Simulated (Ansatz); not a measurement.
A search over several starts for the lowest SCF solution of Re₂O₂⁺ at the given spin, in a small basis.

```yaml
crystal:
  periodic: [false, false, false]
  atoms:
    - {symbol: Re, position_ang: [-0.446779, -0.607123, 0.882354]}
    - {symbol: Re, position_ang: [0.956241, 0.325071, -0.592497]}
    - {symbol: O, position_ang: [0.564159, -0.376845, -2.040874]}
    - {symbol: O, position_ang: [-1.073621, 0.658898, 1.751027]}
basis:
  gaussian: {orbitals: def2-SVP, initial_orbitals: start.molden}
total_charge: 1
magnetization: {spin_polarized: true, initial_magnetization: 1}
hamiltonian: {xc: pbe0, dispersion: d4}
output: {orbitals: {seedname: orbitals}}
```

The file start.molden holds the orbitals of an earlier run on this structure, at another level or in another basis.

```sh
$ ansatz run in.yaml --threads 4 --pin off --events-out ev --progress --plain --max-ram 3916MiB
```

Output, abridged:

```
Functional definition: PBE0
886 factors; integrals over basis functions are off by at most 8.2e-4 eV
mean field evaluation 1: about -8278.9772 eV, gradient 6.2e2 eV
mean field evaluation 2: about -8297.5437 eV, gradient 3.9e1 eV
mean field evaluation 4: about -8324.3531 eV, gradient 1.7e1 eV
mean field evaluation 8: about -8336.0754 eV, gradient 3.8e0 eV
mean field evaluation 16: about -8336.5345 eV, gradient 7.6e-1 eV
mean field evaluation 32: about -8336.5775 eV, gradient 2.3e-5 eV
mean field evaluation 64: about -8336.1903 eV, gradient 4.3e0 eV
mean field -8336.57749426 eV, -306.3635721790 hartree, gradient 6.8e-6 eV, S^2 0.852725; 7 other end points of the search recorded, 0 dependent functions left out
reference -8336.57753140 eV, -306.3635735439 hartree; 23, 22 occupied and 69, 70 virtual orbitals, 886 factors
Total energy: -8336.68318498 eV, -306.3674562413 hartree
```

Run time 7 s (4 threads of Arm Neoverse V2 on a shared host).

In the def2 sets Re takes a core potential; there is no spin–orbit coupling. The charge 1 doublet is spin-contaminated (final ⟨S²⟩ up to 0.85, 0.75 for a pure state). The structure comes from a short search, and lower isomers may exist.
